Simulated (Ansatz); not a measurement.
Born–Oppenheimer molecular dynamics of a periodic cell of 17 atoms, Rb₁₆Li (host Rb, host structure bcc, interstitial Li). It goes on from the last frame of an earlier run, with new velocities.

Level of theory: DFT PBE, scalar-relativistic, plane waves, PAW (Ansatz 0.2.0). Settings: accuracy low, cutoff 420 eV, k mesh 1x1x1, fermi-dirac smearing 0.1 eV, no spin polarisation.

- ensemble: NVE (velocity Verlet)
- time step: 1 fs
- steps asked: 300
- starting velocities drawn for: 1680 K
- seed: 867406

First frame:

```xyz
17
Lattice="11.1800 0.0000 0.0000 0.0000 11.1800 0.0000 0.0000 0.0000 11.1800" Properties=species:S:1:pos:R:3
Rb 0.643 0.321 -0.098
Rb 6.168 -0.445 0.956
Rb -0.086 5.098 -0.799
Rb -0.469 0.158 5.583
Rb 3.088 2.683 1.901
Rb 5.071 6.221 -0.295
Rb 5.242 0.124 6.773
Rb 8.115 2.820 2.662
Rb 0.011 5.694 4.479
Rb 3.541 9.116 3.498
Rb 2.557 1.629 8.692
Rb 4.825 5.372 6.074
Rb 10.116 8.293 1.673
Rb 8.013 2.868 8.903
Rb 1.899 8.134 8.300
Rb 8.288 9.229 8.610
Li 7.675 -2.709 4.711
```

What does the run give?

The run went to its last step.

```
steps done                                               : 300
time covered                                             : 300 fs
mean temperature over the second half                    : 1272 K
spread of the potential energy over the second half      : 9.0 meV per atom
mean potential energy of the second half above the start : 49.6 meV per atom
```

The conserved energy stayed within 0.0018 meV per atom of its start (net change -0.00076 meV per atom), so the integration is sound. A run of 0.3 ps of so small a system gives no equilibrium averages. Limits of this set-up: coarse k mesh, a small cell, in which the defect meets its images, a typed lattice constant that wasn't relaxed here, low accuracy level.

What happens to the structure?

Mean squared displacements from the first frame to the last, about the centre of mass: Rb 2.09 Å², Li 3.15 Å². Another seed would give other details.

How do temperature and energy run in time?


| time (fs) | T (K) | potential energy less start (eV) | conserved less start (meV/atom) |
| --- | --- | --- | --- |
| 0 | 1680 | 0.000 | 0.00 |
| 15 | 1591 | 0.185 | 0.00 |
| 30 | 1495 | 0.382 | 0.00 |
| 45 | 1411 | 0.556 | 0.00 |
| 60 | 1344 | 0.694 | 0.00 |
| 75 | 1291 | 0.804 | 0.00 |
| 90 | 1244 | 0.903 | 0.00 |
| 105 | 1197 | 0.998 | 0.00 |
| 120 | 1156 | 1.083 | 0.00 |
| 135 | 1128 | 1.141 | 0.00 |
| 150 | 1123 | 1.153 | 0.00 |
| 165 | 1144 | 1.110 | 0.00 |
| 180 | 1188 | 1.018 | 0.00 |
| 195 | 1245 | 0.900 | 0.00 |
| 210 | 1299 | 0.789 | 0.00 |
| 225 | 1335 | 0.714 | 0.00 |
| 240 | 1345 | 0.692 | 0.00 |
| 255 | 1337 | 0.709 | 0.00 |
| 270 | 1325 | 0.734 | 0.00 |
| 285 | 1310 | 0.765 | 0.00 |
| 300 | 1271 | 0.846 | 0.00 |

Run time: 9.6 min on 2 threads of Intel(R) Xeon(R) Platinum 8488C (Sapphire Rapids), on a shared host, peak memory 0.97 GiB.
